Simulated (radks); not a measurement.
All-electron atom: Ru6+ in [Kr] 4d2.

Method: scalar-relativistic Kohn-Sham, PBE, spin-polarised, spherical densities, point nucleus; open shells are filled with parallel spins first (spin-orbit coupling, left out, can overturn this in heavy ions); computed with a radial shooting solver on a logarithmic mesh with Libxc functionals.

Energy parts (eV):
part                       energy
total                 -123053.166
kinetic                127264.870
electron-nucleus      -293390.652
Hartree                 46622.349
exchange-correlation    -3549.733

Orbitals (lengths in bohr, moments of r in powers of bohr; r(90%) holds 90 % of the orbital's charge):
orbital,occ.,eigenvalue (eV),r(90%),<1/r>
1s up,1,-22029.39,0.0599,45.87
1s down,1,-22029.39,0.0599,45.87
2s up,1,-3247.107,0.225,10.37
2s down,1,-3246.680,0.225,10.37
2p up,3,-2917.709,0.207,10.06
2p down,3,-2917.389,0.207,10.06
3s up,1,-646.8102,0.593,3.598
3s down,1,-646.5952,0.593,3.598
3p up,3,-538.5990,0.607,3.427
3p down,3,-538.3521,0.607,3.426
3d up,5,-364.7521,0.610,3.200
3d down,5,-364.3616,0.609,3.200
4s up,1,-163.4754,1.42,1.388
4s down,1,-161.4138,1.42,1.394
4p up,3,-132.0193,1.55,1.266
4p down,3,-129.8531,1.55,1.270
4d up,2,-85.1595,1.89,1.038
4d down,0,-82.9580,1.90,1.037
4f up,0,-43.0943,2.90,0.6422
4f down,0,-41.2962,2.96,0.6324
5s up,0,-63.4473,2.98,0.6301
5s down,0,-62.0533,2.99,0.6270
5p up,0,-53.7873,3.29,0.5709
5p down,0,-52.4579,3.30,0.5691

The highest occupied level is 4d up at -85.159 eV. Summed over all electrons, <r^2> = 16.97 bohr^2, which gives a Langevin (diamagnetic) susceptibility term of -13.4 x 10^-6 cm^3/mol. The density falls to 0.001 e/bohr^3 at r = 2.65 bohr. Spin moment in Bohr magnetons: 2.
